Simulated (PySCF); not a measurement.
Polarisability and C₆ of Sc²⁺ (scandium, charge +2)

[Ar] 3d1, 2D determinant. All numbers are calculated (PySCF 2.14, scalar relativity by spin-free X2C-1e, in aug-cc-pVTZ-DK (8s7p5d3f2g, 93 functions)). Coupled (time-dependent) response in atomic units; α is the mean over directions.

```json
{"method": "UHF", "mean α (bohr³)": "4.460", "α xx, yy, zz": "5.159, 5.159, 3.062", "C₆ (like pair)": "13.16", "S(−4)": "17.63"}
{"method": "PBE", "mean α (bohr³)": "5.213", "α xx, yy, zz": "6.187, 6.187, 3.265", "C₆ (like pair)": "14.96", "S(−4)": "34.91"}
{"method": "PBE0", "mean α (bohr³)": "4.879", "α xx, yy, zz": "5.729, 5.729, 3.179", "C₆ (like pair)": "14.16", "S(−4)": "26.35"}
```

S(−4) is the Cauchy moment in α(ω) = α(0) + S(−4) ω² + …

α(iu) at PBE:

```
u (hartree)  α(iu) (bohr³)
          0          5.213
     0.0500          5.129
      0.100          4.912
      0.200          4.350
      0.300          3.858
      0.500          3.162
      0.750          2.561
       1.00          2.106
       1.50          1.457
       2.00          1.041
       3.00         0.5868
       5.00         0.2523
```

A single London oscillator, α(iu) = α/(1 + u²/ω²), gives C₆ = (3/4) ω α². Matching the computed C₆ needs ω = 4 × 14.96 / (3 × 5.213²) = 0.734 hartree.

For an ion, C₆ is the dispersion term alone; charge-induced terms of lower order in 1/R come first.

The components differ because the open shell of this determinant is not spherical; for a pure term their mean is the scalar polarisability.
